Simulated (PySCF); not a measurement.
H2OSe2, SMILES [Se](O)[SeH] (PBE0/def2-SVP optimised geometry):

```
5

Se     1.251    -0.733     0.000
O      1.693    -0.576     1.744
H      1.660    -1.466     2.121
Se    -1.059    -0.733     0.000
H     -1.251     0.733     0.000
```

Method: PBE0/def2-TZVP (PySCF).

### Question
What are the frontier orbital energies and the dipole moment?

### Answer
HOMO-2 -8.57 eV, HOMO-1 -7.53 eV, HOMO -6.95 eV, LUMO -1.39 eV, LUMO+1 -1.03 eV; dipole moment 0.89 D.

On the same geometry PySCF with PBE/def2-TZVP gives HOMO-2 -7.20 eV, HOMO-1 -6.37 eV, HOMO -5.72 eV, LUMO -2.23 eV, LUMO+1 -1.95 eV; dipole moment 0.87 D.

Meta-Löwdin charges at PBE0/def2-TZVP: Se1 0.31, O2 -0.66, H3 0.35, Se4 -0.07, H5 0.07.
